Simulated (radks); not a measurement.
Results of a calculation; reference values are marked as such.
As, 33 electrons, occupied as [Ar] 3d10 4s2 4p3. Code: a radial shooting solver on a logarithmic mesh with Libxc functionals. Model: scalar-relativistic Kohn-Sham, PBE, spin-unpolarised, spherical densities, point nucleus.

Radial electron density D(r) = 4 pi r^2 rho(r):

| r (bohr) | D(r) (e/bohr) |
|---|---|
| 0.003963 | 4.300 |
| 0.004577 | 5.460 |
| 0.005244 | 6.803 |
| 0.006008 | 8.423 |
| 0.006883 | 10.35 |
| 0.007886 | 12.62 |
| 0.009107 | 15.40 |
| 0.01043 | 18.37 |
| 0.01195 | 21.65 |
| 0.0137 | 25.15 |
| 0.01582 | 28.96 |
| 0.01812 | 32.46 |
| 0.02076 | 35.63 |
| 0.02379 | 38.22 |
| 0.02725 | 39.97 |
| 0.03147 | 40.69 |
| 0.03606 | 40.24 |
| 0.04131 | 38.80 |
| 0.04733 | 36.74 |
| 0.05422 | 34.65 |
| 0.06262 | 33.20 |
| 0.07174 | 33.23 |
| 0.08219 | 35.01 |
| 0.09417 | 38.36 |
| 0.1079 | 42.49 |
| 0.1246 | 46.26 |
| 0.1427 | 47.75 |
| 0.1635 | 46.23 |
| 0.1874 | 41.73 |
| 0.2147 | 35.41 |
| 0.2479 | 28.98 |
| 0.284 | 25.21 |
| 0.3254 | 24.65 |
| 0.3728 | 26.69 |
| 0.4271 | 29.47 |
| 0.4933 | 30.87 |
| 0.5651 | 29.38 |
| 0.6475 | 25.24 |
| 0.7418 | 19.60 |
| 0.8499 | 13.92 |
| 0.9815 | 9.099 |
| 1.124 | 6.087 |
| 1.288 | 4.394 |
| 1.476 | 3.555 |
| 1.705 | 3.077 |
| 1.953 | 2.685 |
| 2.237 | 2.223 |
| 2.563 | 1.704 |
| 2.937 | 1.196 |
| 3.392 | 0.7435 |
| 3.886 | 0.4312 |
| 4.452 | 0.2273 |
| 5.1 | 0.1082 |
| 5.843 | 0.04571 |
| 6.749 | 0.01572 |
| 7.732 | 0.004821 |
| 8.858 | 0.001217 |

D(r) has 3 maxima, at r = 0.0317, 0.143, 0.493 bohr, and minima at 0.0668, 0.310 bohr, inside which lie 2.07, 10.95 electrons.
